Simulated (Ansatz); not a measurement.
Cartesian coordinates in Å:
```
O 1.5466 -0.5184 -0.2350
B 0.1769 -0.4144 -0.2394
Si -1.0402 -1.7881 -1.1176
N -0.3458 0.7221 0.4143
Si 0.6096 1.9569 1.1979
H 1.8955 -1.2908 -0.6795
H -2.4764 -1.4186 -0.9677
H -0.8508 -3.1421 -0.5203
H -0.7494 -1.9174 -2.5752
H -1.3464 0.8339 0.4327
H 1.4177 1.3954 2.3084
H -0.3537 2.9484 1.7440
H 1.5163 2.6330 0.2374
```

The species carries charge 0 and has multiplicity 1.

**Question.** List the ωB97M-V/def2-TZVPP orbital energies in eV (Ansatz 0.2.0). (Estimate.)

**Answer.** Computed: Occupied: -1807.12, -1806.48, -526.56, -394.33, -188.44, -148.16, -147.62, -102.29, -102.27, -102.26, -101.74, -101.74, -101.71, -31.56, -26.78, -18.85, -18.35, -17.51, -15.50, -14.48, -13.99, -13.63, -12.21, -11.94, -11.85, -11.83, -10.32, -10.21. Lowest empty: 1.64, 1.73, 2.04, 2.89, 2.93, 3.21, 3.34, 3.69.
